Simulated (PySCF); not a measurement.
# Vertical excitation energies

Species: C(SnH3)4, CH₁₂Sn₄.
Z-matrix (Å and degrees, PBE0-D3(BJ)/def2-SVP geometry), rows numbered from 1:
```
C 
Sn  1  2.1685
Sn  1  2.1683  2  109.34
Sn  1  2.1692  2  109.30  3  -119.62
Sn  1  2.1673  2  109.66  3   120.37
H   2  1.7170  1  109.14  3    78.34
H   2  1.7172  1  109.25  3   -41.63
H   2  1.7172  1  109.21  3  -161.62
H   3  1.7172  1  109.07  2   -38.49
H   3  1.7172  1  109.20  2  -158.42
H   3  1.7170  1  109.36  2    81.41
H   4  1.7170  1  109.16  2  -160.67
H   4  1.7172  1  109.17  2    79.37
H   4  1.7171  1  109.17  2   -40.57
H   5  1.7170  1  109.30  2   -41.88
H   5  1.7172  1  109.20  2    78.22
H   5  1.7172  1  109.16  2  -161.82
```

Level of theory: PySCF 2.14.0, density-fitted response routines, TDDFT PBE0/def2-SVPD, vertical, gas phase, core orbitals frozen in the response, def2 core potentials past Kr. Spin–orbit coupling is left out.

**Question.** List the vertical singlet excitations with oscillator strengths and describe the spectrum.

**Answer.** 

```json
{"state": "S1", "E (eV)": "5.96", "λ (nm)": "208.1", "f": "0.118", "main configurations (H = HOMO, L = LUMO)": "H-2/H-1/H→L (97%)"}
{"state": "S2", "E (eV)": "5.96", "λ (nm)": "208.0", "f": "0.118", "main configurations (H = HOMO, L = LUMO)": "H-2/H-1/H→L (97%)"}
{"state": "S3", "E (eV)": "5.97", "λ (nm)": "207.8", "f": "0.119", "main configurations (H = HOMO, L = LUMO)": "H-2/H-1/H→L (98%)"}
{"state": "S4", "E (eV)": "6.61", "λ (nm)": "187.4", "f": "0.097", "main configurations (H = HOMO, L = LUMO)": "H-2/H-1/H→L+1 (98%)"}
{"state": "S5", "E (eV)": "6.62", "λ (nm)": "187.4", "f": "0.097", "main configurations (H = HOMO, L = LUMO)": "H-2/H-1/H→L+1 (97%)"}
{"state": "S6", "E (eV)": "6.62", "λ (nm)": "187.2", "f": "0.097", "main configurations (H = HOMO, L = LUMO)": "H-2/H-1/H→L+1 (97%)"}
{"state": "S7", "E (eV)": "6.93", "λ (nm)": "179.0", "f": "0.0027", "main configurations (H = HOMO, L = LUMO)": "H-2/H-1/H→L+2 (≥26%), H-2/H-1/H→L+3 (≥14%), H-3→L (11%)"}
{"state": "S8", "E (eV)": "6.93", "λ (nm)": "178.9", "f": "0.0043", "main configurations (H = HOMO, L = LUMO)": "H-2/H-1/H→L+4 (≥24%), H-2/H-1/H→L+2 (≥19%), H-4→L (12%)"}
{"state": "S9", "E (eV)": "6.93", "λ (nm)": "178.8", "f": "0.0052", "main configurations (H = HOMO, L = LUMO)": "H-2/H-1/H→L+3 (≥36%), H-5→L (18%)"}
```

Triplets (Tamm–Dancoff): T1 5.44 eV, H-2/H-1/H→L (≥94%); T2 5.44 eV, H-2/H-1/H→L (≥94%); T3 5.45 eV, H-2/H-1/H→L (≥95%).

The lowest singlet level (S1/S2/S3) comes at 208 nm (575 kJ/mol) in the ultraviolet; it is strong. The lowest level is also the most intense of those listed (f = 0.356 summed). S1/S2/S3, S4/S5/S6 and S7/S8/S9 lie within about 0.01 eV of each other in each set. Löwdin shares by element: HOMO (one of a set within 0.03 eV) carbon 36%, tin 26% or more, hydrogen 6% or more (atoms not listed hold the other 33%); LUMO tin 34% or more, carbon 18% (atoms not listed hold the other 48%). Weighted by f, the mean energy of these states is 6.27 eV. Of the 9 states listed, 6 reach f = 0.01 and none stays under 0.0005. The listed states span 0.98 eV, and the widest gap between neighbours is 0.65 eV (S3 to S4). No computed singlet lies in the visible range (380 to 750 nm); the lowest, at 208 nm, stands 2.70 eV above its violet end (3.26 eV). Orbitals of the list HOMO-3 to LUMO+2 that lie within 0.01 eV of each other are written together with a slash and their weights summed (≥ marks a lower bound); for degenerate orbitals outside that list single weights are arbitrary. Singlets were solved by full linear response, triplets in the Tamm–Dancoff approximation. The highest level found (6.98 eV, f 0.011 so far) is left out, since the window may have cut off a degenerate partner.
